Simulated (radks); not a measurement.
Kinetic energies: the exact non-interacting value of the Kohn-Sham orbitals and orbital-free approximations, as 100 (|E| - |E exact|)/|E exact|, negative where the magnitude is too small. Species: N3+ [He] 2s2; Li2+ 1s1; Bi3+ [Hg]. Method: non-relativistic Kohn-Sham, exchange-only LDA, spin-polarised, spherical densities, point nucleus; computed with a radial shooting solver on a logarithmic mesh with Libxc functionals. Every spin shell is full or empty, so the densities are truly spherical. Functionals are evaluated on that one density, not self-consistently.

| functional | N3+ | Li2+ | Bi3+ |
|---|---|---|---|
| exact (hartree) | 50.4283 | 4.36812 | 20080.1 |
| Thomas-Fermi | -10.61 | -8.49 | -4.56 |
| von Weizsacker | -10.14 | 0.00 | -65.05 |
| TF + vW | +79.24 | +91.51 | +30.39 |
| LC94 | -0.60 | +2.13 | +0.03 |
| APBEK | -0.57 | +1.98 | +0.05 |
| LKT | +51.04 | +62.41 | +15.69 |
| PG1 | +43.79 | +55.06 | +12.22 |
| DePristo-Kress | -1.94 | +2.77 | -0.19 |
| Ernzerhof | +1.33 | +6.50 | -0.47 |
